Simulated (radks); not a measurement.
Removal energies from the iodine ion I3+, [Kr] 4d10 5s2 5p(1/2: 2, 3/2: 0), by Delta-SCF beside the eigenvalue of the level emptied. All-electron calculation, Dirac Kohn-Sham, PBE, spin-unpolarised, spherical densities, finite nucleus; Fermi nuclear charge, rms radius of each element as measured or else 0.836 A^(1/3) + 0.57 fm. Program: a radial shooting solver on a logarithmic mesh with Libxc functionals. Sub-shells are occupied by j as written (lower j first in brackets).

removed from,final configuration,Delta-SCF (eV),-eigenvalue (eV)
5p1/2,"[Kr] 4d10 5s2 5p(1/2: 1, 3/2: 0)",40.318,35.067
5s1/2,"[Kr] 4d10 5s1 5p(1/2: 2, 3/2: 0)",52.040,46.189
4d5/2,"[Kr] 4d(3/2: 4, 5/2: 5) 5s2 5p(1/2: 2, 3/2: 0)",91.163,81.226
4d3/2,"[Kr] 4d(3/2: 3, 5/2: 6) 5s2 5p(1/2: 2, 3/2: 0)",92.970,82.953
